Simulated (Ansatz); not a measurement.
Ansatz results at the PBE0-D4/def2-TZVP geometry: size of the dipole moment (B3LYP/def2-TZVPP) 1.60 D; HOMO–LUMO gap (PBE/def2-TZVPP) 5.22 eV; HOMO energy (PBE0/def2-TZVPP) -7.02 eV.

Each molecule was computed in one conformer, which needn't be the lowest.

Problem. Which molecule gave them?
A. `FB1COB1F`
B. `FC[SiH]1CC1`
C. `FC/C=C/[SiH3]`
D. `CSB1O[SiH]1N`

Solution. B. The others give `CSB1O[SiH]1N`: 3.05, 4.09, -6.60; `FB1COB1F`: 1.95, 3.67, -8.22; `FC/C=C/[SiH3]`: 1.65, 5.25, -7.80.

B3LYP here is the variant with VWN-RPA as its local correlation; programs differ in this.
